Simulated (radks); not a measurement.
Polarisability of the chlorine ion Cl5+, [Ne] 3s2, at imaginary frequency. Method: non-relativistic Kohn-Sham, LDA (Slater exchange, VWN5 correlation), spin-polarised, spherical densities, point nucleus; computed with a radial shooting solver on a logarithmic mesh with Libxc functionals. Response by self-consistent Sternheimer equations with the Hartree and adiabatic LDA kernel.

w (hartree),alpha1(iw) (bohr^3),alpha2(iw) (bohr^5)
0.00266,2.797,3.161
0.0143,2.796,3.160
0.0360,2.789,3.158
0.0697,2.769,3.152
0.118,2.718,3.137
0.186,2.609,3.103
0.280,2.405,3.033
0.413,2.069,2.897
0.605,1.606,2.647
0.892,1.092,2.234
1.35,0.6474,1.650
2.12,0.3412,1.004
3.59,0.1648,0.4752
6.94,0.07257,0.1609
17.5,0.02150,0.03125

Static values: alpha1 = 2.797 bohr^3 (0.4145 angstrom^3; uncoupled 4.677), alpha2 = 3.161 bohr^5, alpha3 = 5.785 bohr^7. C6 = 4.260, C8 = 32.18, triple-dipole C9 = 8.685 atomic units. One-pole (London) frequency 4 C6 / (3 alpha1^2) = 0.726 hartree, against 3.281 for minus the highest occupied eigenvalue. The dipole shielding factor is 0.706, as the force sum rule N/Z = 0.706 demands.
